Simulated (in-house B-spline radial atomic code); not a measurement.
RPA and G0W0 for Br⁶⁺, [Ar] 3d10 4s1, highest spin, as one setting changes: the highest l of the empty states. Start: PBE0. A dash marks a level of low quasi-particle weight. Computed with an all-electron radial atomic-structure program (B-spline basis): all electrons, scalar-relativistic (spin-free one-electron X2C), finite nucleus, each spin shell either full or empty, empty states to the listed l with an (l + 1/2)⁻⁴ tail; G0W0 by contour deformation at full frequency.

```tsv
highest l of the empty states	RPA summed (Eh)	RPA extrapolated (Eh)	G0W0 level (eV)
4	-1.9091	-2.1781	4s up -103.91
5	-2.0286	-2.1949	4s up -103.90
6	-2.0869	-2.1872	4s up -103.89
7	-2.1179	-2.1811	4s up -103.89
8	-2.1349	-2.1751	4s up -103.89
9	?	?	?
10	?	?	?
11	-2.1554	-2.1694	4s up -103.88
```

Q: What belongs in the row for 10?

A: RPA summed (Eh): -2.1513; RPA extrapolated (Eh): -2.1704; G0W0 level (eV): 4s up -103.88.

Q: What belongs in the row for 9?

A: RPA summed (Eh): -2.1449; RPA extrapolated (Eh): -2.1721; G0W0 level (eV): 4s up -103.88.
